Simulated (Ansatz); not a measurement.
A nudged elastic band was laid between two geometries of CH₈AlN₃ (13 atoms, charge 0, multiplicity 1).

These are results of RKS PBE-D4/def2-SVP in Ansatz 0.2.0, not measurements.

- movable images: 5
- climbing image: yes
- spring: 5.0 eV/Å²
- optimiser: quadratic models (default)
- start path: IDPP
- force threshold: 0.05 eV/Å
- iteration limit: 60
- end points: relaxed

First end point:

```xyz
13
Properties=species:S:1:pos:R:3
N -2.098 0.295 0.574
C -0.985 -0.634 0.940
Al 0.658 -0.200 -0.089
N 0.844 -0.805 -1.767
N 1.753 1.102 0.480
H -1.804 1.268 0.742
H -2.268 0.246 -0.441
H -1.339 -1.675 0.770
H -0.836 -0.572 2.040
H 1.548 -0.509 -2.446
H 0.288 -1.564 -2.167
H 1.739 1.488 1.426
H 2.521 1.525 -0.046
```

Last end point:

```xyz
13
Properties=species:S:1:pos:R:3
N -2.099 0.295 0.572
C -0.986 -0.634 0.939
Al 0.658 -0.200 -0.088
N 0.842 -0.803 -1.768
N 1.756 1.100 0.482
H -1.806 1.268 0.741
H -2.268 0.246 -0.442
H -1.339 -1.675 0.770
H -0.837 -0.571 2.040
H 0.285 -1.560 -2.168
H 1.547 -0.507 -2.446
H 1.744 1.486 1.428
H 2.523 1.521 -0.046
```

(1) Which bonds break or form, and what moves?

(2) Give the energies along the band, and the barrier.

(3) What is the geometry of the highest image?

(4) What are the harmonic wavenumbers there?

The band took 16 iterations and of the order of 6 core-minutes.

Results:

(1) No bond is made or broken. The dihedral N5–Al3–N4–H10 goes from 3 to 178°. The two ends are copies of one structure, up to a mirror image or an exchange of like atoms.

(2) The run converged. The highest image is number 3 of 0 to 6, 18.5 kJ/mol above the ends, which have the same energy within 2 meV. A vibrational analysis at the climbing image gives one clearly imaginary mode, 260i cm⁻¹: a first-order saddle point.

```csv
image,path coordinate (Å),energy (kJ/mol),dihedral N5–Al3–N4–H10 (°)
0,0.00,0.0,3
1,1.07,0.4,-1
2,2.14,6.1,-26
3,3.22,18.5,-71
4,4.54,2.5,-158
5,5.86,0.6,175
6,7.19,0.0,178
```

(3) 
```xyz
13
Properties=species:S:1:pos:R:3
N -2.242 0.350 0.026
C -1.171 -0.155 0.931
Al 0.607 -0.166 0.042
N 0.601 -0.538 -1.739
N 2.112 0.302 0.891
H -2.070 1.344 -0.183
H -2.145 -0.120 -0.886
H -1.453 -1.180 1.265
H -1.186 0.444 1.869
H 0.724 0.192 -2.447
H 1.026 -1.395 -2.105
H 2.181 0.511 1.891
H 3.037 0.378 0.460
```

(4) 260i, 43, 88, 173, 200, 265, 289, 309, 400, 412, 544, 570, 618, 644, 754, 828, 869, 1013, 1034, 1175, 1323, 1370, 1473, 1480, 1585, 2945, 3003, 3372, 3452, 3478, 3485, 3560, 3579 cm⁻¹.

Time of the run: 2.9 min on 2 threads of Arm Neoverse V1 (shared host), peak memory 0.16 GiB.
